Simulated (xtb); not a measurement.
xtb input (GFN2-xTB):

```bash
xtb mol.xyz --gfn 2 --ohess tight --chrg 0 --uhf 0
```
mol.xyz:
```
18

Si     0.07692546    -0.41176386    -0.00383248
O     -1.24190336    -0.76475087    -1.07423821
C     -2.35789221    -1.17568685    -0.25568161
O     -0.21457936     0.87218235     1.09326086
C     -0.54902631     2.04650763     0.31459336
O      1.46159897    -0.04536322    -1.05595741
C      2.63547373     0.12066331    -0.23913113
O      0.52469630    -1.86622142     0.87108703
H     -2.63440012    -0.34214119     0.47861792
H     -3.19344417    -1.29529751    -0.86588246
H     -2.12529140    -2.11242570     0.27423737
H     -1.43776529     1.89128978    -0.31927053
H     -0.75217785     2.84036392     1.05325175
H      0.37383902     2.37007468    -0.32638206
H      3.48216394     0.43486462    -0.93586921
H      2.88268375    -0.84287325     0.25625333
H      2.44375459     0.97460921     0.51301444
H      0.66735357    -2.55777467     0.17517068
```

Output:

```
           -------------------------------------------------
          |                Calculation Setup                |
           -------------------------------------------------

           -------------------------------------------------
          |                 G F N 2 - x T B                 |
           -------------------------------------------------

        Reference                      10.1021/acs.jctc.8b01176
      * Hamiltonian:
        H0-scaling (s, p, d)           1.850000    2.230000    2.230000
        zeta-weighting                 0.500000
      * Dispersion:
        s8                             2.700000
        a1                             0.520000
        a2                             5.000000
        s9                             5.000000
      * Repulsion:
        kExp                           1.500000    1.000000
        rExp                           1.000000
      * Coulomb:
        alpha                          2.000000
        third order                    shell-resolved
        anisotropic                    true
        a3                             3.000000
        a5                             4.000000
        cn-shift                       1.200000
        cn-exp                         4.000000
        max-rad                        5.000000

          ...................................................
          :                      SETUP                      :
          :.................................................:
          :  # basis functions                  48          :
          :  # atomic orbitals                  47          :
          :  # shells                           27          :
          :  # electrons                        50          :
          :  max. iterations                   250          :
          :  Hamiltonian                  GFN2-xTB          :
          :  restarted?                      false          :
          :  GBSA solvation                  false          :
          :  PC potential                    false          :
          :  electronic temp.          300.0000000     K    :
          :  accuracy                    1.0000000          :
          :  -> integral cutoff          0.2500000E+02      :
          :  -> integral neglect         0.1000000E-07      :
          :  -> SCF convergence          0.1000000E-05 Eh   :
          :  -> wf. convergence          0.1000000E-03 e    :
          :  Broyden damping             0.4000000          :
          :  net charge                          0          :
          :  unpaired electrons                  0          :
          ...................................................

 iter      E             dE          RMSdq      gap      omega  full diag
   1    -29.6460989 -0.296461E+02  0.723E+00    9.37       0.0  T
   2    -29.7789441 -0.132845E+00  0.384E+00    7.36       1.0  T
   3    -29.7695312  0.941291E-02  0.221E+00    8.14       1.0  T
   4    -29.7899306 -0.203994E-01  0.846E-01    7.05       1.0  T
   5    -29.7970597 -0.712918E-02  0.405E-01    7.49       1.0  T
   6    -29.7974381 -0.378383E-03  0.160E-01    7.47       1.0  T
[...]
eigval :      876.53   919.99  1121.09  1128.09  1131.16  1133.05
eigval :     1135.93  1142.16  1154.77  1156.33  1167.19  1414.12
eigval :     1415.51  1417.26  1474.67  1476.16  1476.58  1487.59
eigval :     1490.99  1492.72  2942.80  2943.73  2944.20  2958.20
eigval :     2960.90  2961.96  2985.56  2987.43  2988.13  3683.37
 reduced masses (amu)
   1: 12.09   2: 11.71   3: 15.89   4: 15.80   5: 13.76   6: 14.34   7: 12.18   8:  5.15
   9:  2.08  10:  1.78  11:  5.11  12:  9.55  13: 10.81  14: 12.74  15:  9.75  16:  5.10
  17: 14.73  18: 13.93  19: 13.17  20: 17.37  21: 17.72  22: 14.27  23: 11.56  24: 19.78
  25: 11.49  26: 20.74  27: 12.52  28: 11.48  29:  3.65  30:  3.75  31:  3.82  32:  7.31
  33:  6.43  34:  7.83  35: 11.46  36:  2.45  37:  2.35  38:  2.37  39:  1.54  40:  1.55
  41:  1.54  42:  1.59  43:  1.59  44:  1.59  45:  1.93  46:  1.93  47:  1.93  48:  1.54
  49:  1.56  50:  1.57  51:  1.62  52:  1.62  53:  1.62  54:  1.88
 IR intensities (km·mol⁻¹)
   1:  0.00   2:  0.00   3:  0.00   4:  0.00   5:  0.00   6:  0.00   7:  6.35   8:  0.00
   9:  0.05  10:  0.13  11:  0.12  12:  4.69  13:  1.89  14: 14.52  15:  0.18  16:137.27
  17:  6.46  18: 34.54  19: 22.67  20: 59.97  21: 51.09  22:  5.73  23: 98.08  24:119.90
  25:325.94  26:312.26  27:406.50  28:142.08  29:  2.70  30:  2.70  31:  6.47  32:  7.66
  33:125.25  34:111.47  35: 32.73  36:  0.83  37:  0.07  38:  0.41  39:  3.73  40:  1.55
  41:  5.64  42:  5.69  43:  0.11  44:  1.52  45: 30.56  46: 55.70  47: 26.38  48: 58.49
  49: 49.44  50: 36.81  51: 25.08  52: 30.59  53: 20.36  54: 27.93
 Raman intensities (Ä⁴*amu⁻¹)
   1:  0.00   2:  0.00   3:  0.00   4:  0.00   5:  0.00   6:  0.00   7:  0.00   8:  0.00
   9:  0.00  10:  0.00  11:  0.00  12:  0.00  13:  0.00  14:  0.00  15:  0.00  16:  0.00
  17:  0.00  18:  0.00  19:  0.00  20:  0.00  21:  0.00  22:  0.00  23:  0.00  24:  0.00
  25:  0.00  26:  0.00  27:  0.00  28:  0.00  29:  0.00  30:  0.00  31:  0.00  32:  0.00
  33:  0.00  34:  0.00  35:  0.00  36:  0.00  37:  0.00  38:  0.00  39:  0.00  40:  0.00
  41:  0.00  42:  0.00  43:  0.00  44:  0.00  45:  0.00  46:  0.00  47:  0.00  48:  0.00
  49:  0.00  50:  0.00  51:  0.00  52:  0.00  53:  0.00  54:  0.00
 output can be read by thermo (or use thermo option).
 writing <g98.out> molden fake output.
 recommended (thermochemical) frequency scaling factor: 1.0
           -------------------------------------------------
          |             Thermodynamic Functions             |
           -------------------------------------------------

cs  symmetry found (for desy threshold:  0.10E+00) used in thermo

          ...................................................
          :                      SETUP                      :
          :.................................................:
          :  # frequencies                          47      :
          :  # imaginary freq.                       1      :
          :  linear?                             false      :
          :  only rotor calc.                    false      :
          :  symmetry                               cs      :
          :  rotational number                       1      :
          :  scaling factor                  1.0000000      :
          :  rotor cutoff                   50.0000000 cm⁻¹ :
          :  imag. cutoff                  -20.0000000 cm⁻¹ :
          :.................................................:
Note: The following floating-point exceptions are signalling: IEEE_UNDERFLOW_FLAG IEEE_DENORMAL
normal termination of xtb

    mode    ω/cm⁻¹     T·S(HO)/kcal·mol⁻¹    T·S(FR)/kcal·mol⁻¹   T·S(vib)
   ------------------------------------------------------------------------
       1     29.90    -1.73994 ( 11.34%)    -1.20835 ( 88.66%)    -1.26865
       2     54.32    -1.38748 ( 58.21%)    -1.03174 ( 41.79%)    -1.23881
       3     57.43    -1.35465 ( 63.51%)    -1.01524 ( 36.49%)    -1.23081
       4     69.33    -1.24393 ( 78.71%)    -0.95950 ( 21.29%)    -1.18338
       5     79.94    -1.16051 ( 86.73%)    -0.91736 ( 13.27%)    -1.12824
       6    107.46    -0.98813 ( 95.52%)    -0.82975 (  4.48%)    -0.98104
       7    147.45    -0.80648 ( 98.69%)    -0.73609 (  1.31%)    -0.80556
       8    158.16    -0.76675 ( 99.01%)    -0.71531 (  0.99%)    -0.76624
       9    174.03    -0.71304 ( 99.32%)    -0.68700 (  0.68%)    -0.71286
      10    234.40    -0.55008 ( 99.79%)    -0.59879 (  0.21%)    -0.55018
      11    268.66    -0.47847 ( 99.88%)    -0.55839 (  0.12%)    -0.47857
   ------------------------------------------------------------------------

   temp. (K)  partition function   enthalpy   heat capacity  entropy
                                   cal/mol     cal/K/mol   cal/K/mol   J/K/mol
 298.15  VIB  0.987E+05             5858.715     29.790     39.670
         ROT  0.473E+06              888.752      2.981     28.949
         INT  0.467E+11             6747.467     32.771     68.619
         TR   0.157E+28             1481.254      4.968     40.664
         TOT                        8228.7211    37.7392   109.2828   457.2394

       T/K    H(0)-H(T)+PV         H(T)/Eh          T*S/Eh         G(T)/Eh
   ------------------------------------------------------------------------
    298.15    0.131133E-01    0.150491E+00    0.519238E-01    0.985677E-01
   ------------------------------------------------------------------------

         :::::::::::::::::::::::::::::::::::::::::::::::::::::
         ::                  THERMODYNAMIC                  ::
         :::::::::::::::::::::::::::::::::::::::::::::::::::::
         :: total free energy         -29.579405192133 Eh   ::
         ::.................................................::
         :: total energy              -29.677972887014 Eh   ::
         :: zero point energy           0.137378192608 Eh   ::
         :: G(RRHO) w/o ZPVE           -0.038810497726 Eh   ::
         :: G(RRHO) contrib.            0.098567694881 Eh   ::
         :::::::::::::::::::::::::::::::::::::::::::::::::::::
imag cut-off (cm-1) :    5.00
 found            1  significant imaginary frequency
 writing imag mode distorted coords to xtbhess.xyz
 for further optimization.

optimized geometry written to: xtbopt.xyz

           -------------------------------------------------
          | TOTAL ENERGY              -29.677972887014 Eh   |
          | TOTAL ENTHALPY            -29.527481392681 Eh   |
          | TOTAL FREE ENERGY         -29.579405192133 Eh   |
          | GRADIENT NORM               0.000221087362 Eh/α |
          | HOMO-LUMO GAP               8.502162559929 eV   |
           -------------------------------------------------

------------------------------------------------------------------------
------------------------------------------------------------------------
 total:
 SCF:
 ANC optimizer:
 analytical hessian:
```
